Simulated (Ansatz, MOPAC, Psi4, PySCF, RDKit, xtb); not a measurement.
Complex: CH3F (SMILES CF) (first 5 atoms) with CH6Si (SMILES C[SiH3]); geometry from B3LYP-D3(BJ)/def2-TZVP, rigid monomers moved along the line of their centres of mass till F2···Si7 is 2.99 Å.
(charge 0, multiplicity 1):
```xyz
13

C     -0.68172     0.49251    -0.30166
F      0.31606    -0.27143     0.29946
H     -0.48881     0.53151    -1.37407
H     -1.64547     0.02295    -0.10493
H     -0.65736     1.49457     0.12639
C      1.03836    -0.94985     3.19893
Si    -0.36494     0.28970     3.16039
H      1.90334    -0.54118     3.72459
H      1.34111    -1.20622     2.18353
H      0.73416    -1.86501     3.71032
H     -0.78573     0.64550     4.53968
H     -1.54907    -0.25991     2.45569
H      0.04088     1.54164     2.47587
```

| level | interaction energy (kcal/mol) | cost |
|---|---|---|
| MMFF94 | 2.50 | - |
| UFF | 1.88 | - |
| GFN-FF | -0.29 | - |
| AM1 | 5.67 | - |
| PM3 | 3.01 | - |
| PM6 | 2.74 | - |
| PM7 | 3.05 | - |
| GFN1-xTB | -3.37 | - |
| GFN2-xTB | -0.04 | - |
| HF/STO-3G (no counterpoise) | 1.45 | - |
| HF/3-21G (no counterpoise) | -4.38 | - |
| HF/6-31G* | 2.33 | - |
| HF/6-31G* (no counterpoise) | 0.37 | - |
| HF/aug-cc-pV(D+d)Z | 2.29 | - |
| PBE/def2-TZVPPD | 0.43 | ×1 |
| PBE-D3(BJ)/def2-TZVPPD | -1.06 | ×1 |
| PBE-D4/def2-TZVPPD | -1.06 | ×1 |
| BP86/6-31G* (no counterpoise) | -0.34 | - |
| r2SCAN/def2-TZVPPD | -0.85 | ×1 |
| r2SCAN-D3(BJ)/def2-TZVPPD | -1.42 | ×1 |
| r2SCAN-D4/def2-TZVPPD | -1.34 | ×1 |
| B3LYP/3-21G (no counterpoise) | -6.91 | - |
| B3LYP/6-31G* | 1.78 | - |
| B3LYP/6-31G* (no counterpoise) | -1.33 | - |
| B3LYP/6-311+G** (no counterpoise) | 1.04 | - |
| B3LYP/def2-TZVPPD | 1.38 | ×2 |
| B3LYP-D3(BJ)/def2-TZVPPD | -1.07 | ×2 |
| B3LYP-D4/def2-TZVPPD | -0.91 | ×2 |
| PBE0/def2-TZVPPD | 0.30 | ×1 |
| PBE0-D3(BJ)/def2-TZVPPD | -1.10 | ×1 |
| PBE0-D4/def2-TZVPPD | -1.04 | ×1 |
| M06-2X/6-31G* (no counterpoise) | -4.09 | - |
| wB97X-V/def2-TZVPPD | -1.29 | ×3 |
| wB97M-V/def2-TZVPPD | -1.52 | ×4 |
| MP2/6-31G* (no counterpoise) | -2.14 | - |
| MP2/aug-cc-pV(D+d)Z | -0.57 | - |
| SCS-MP2/aug-cc-pV(D+d)Z | 0.16 | - |
| CCSD/aug-cc-pV(D+d)Z | -0.24 | - |
| CCSD(T)/aug-cc-pV(D+d)Z | -0.63 | ×10 |
| SAPT0/jun-cc-pV(D+d)Z | -0.34 | - |

The rows run from -6.91 (B3LYP/3-21G (no counterpoise)) to 5.67 kcal/mol (AM1). In aug-cc-pV(D+d)Z the value moves HF 2.29, MP2 -0.57, CCSD -0.24, CCSD(T) -0.63, a shift of -2.92 from HF to CCSD(T). The dispersion term adds -1.50 in PBE-D3(BJ), -1.49 in PBE-D4, -0.56 in r2SCAN-D3(BJ). The 6 functionals in def2-TZVPPD without D3 or D4 span 2.90, from wB97M-V to B3LYP.

Counterpoise-corrected where a basis set is named; no monomer relaxation. Rows marked so take none. RDKit's UFF carries no charges.

Correlated levels freeze the cores. Rows in 3-21G, 6-311+G**, 6-31G*, STO-3G carry no dispersion term and start afresh at each structure (6-31G* with six Cartesian d functions). MP2/6-31G* freezes PySCF's default core. The state that AM1, PM3, PM6, PM7 reach isn't checked; PM7 holds dispersion and hydrogen-bond terms.

The values were computed with Ansatz (Gaussian basis) for Hartree–Fock, density functionals and correlated methods; MOPAC for AM1, PM3, PM6, PM7 (differences of heats of formation); Psi4 for SAPT; PySCF for 3-21G rows, 6-311+G** rows, 6-31G* rows, STO-3G rows, the dispersion terms; RDKit for the force fields; xtb for the GFN methods. Values without a source in brackets are computed.

Costs are rough ratios of core time to PBE/def2-TZVPPD (about 13 s over the structures, on one shared machine); a dash marks a level with no comparable run of its own.

Ansatz is a quantum-chemistry and plane-wave program.
